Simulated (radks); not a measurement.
The numbers below are computed, except where a source is named.
Task: Ionisation ladder of mercury, from Hg to Hg8+. Each ion is in the ground configuration listed by NIST, and IE = E(next ion) - E(this ion). Code: a radial shooting solver on a logarithmic mesh with Libxc functionals. Model: scalar-relativistic Kohn-Sham, PBE, spin-polarised, spherical densities, finite nucleus; open shells are filled with parallel spins first (spin-orbit coupling, left out, can overturn this in heavy ions); Fermi nuclear charge, rms radius 5.4648 fm.

| species | configuration | IE, Delta-SCF (eV) | -e(HOMO) (eV) | HOMO |
|---|---|---|---|---|
| Hg | [Hg] | 10.474 | 6.811 | 6s |
| Hg+ | [Xe] 4f14 5d10 6s1 | 19.172 | 15.086 | 6s up |
| Hg2+ | [Xe] 4f14 5d10 | 35.347 | 28.783 | 5d |
| Hg3+ | [Xe] 4f14 5d9 | ? | 42.104 | 5d down |
| Hg4+ | [Xe] 4f14 5d8 | 63.846 | 56.387 | 5d down |
| Hg5+ | [Xe] 4f14 5d7 | ? | 71.469 | 5d down |
| Hg6+ | [Xe] 4f14 5d6 | ? | 87.227 | 5d down |
| Hg7+ | [Xe] 4f14 5d5 | ? | 108.53 | 5d up |
| Hg8+ | [Xe] 4f14 5d4 | 135.13 | 126.15 | 5d up |

Estimate the withheld Delta-SCF values.

Result: Hg3+: 49.159 eV (NIST 48.6); Hg5+: 79.269 eV (NIST 76.6); Hg6+: 95.311 eV (NIST 93); Hg7+: 117.25 eV (NIST 114).
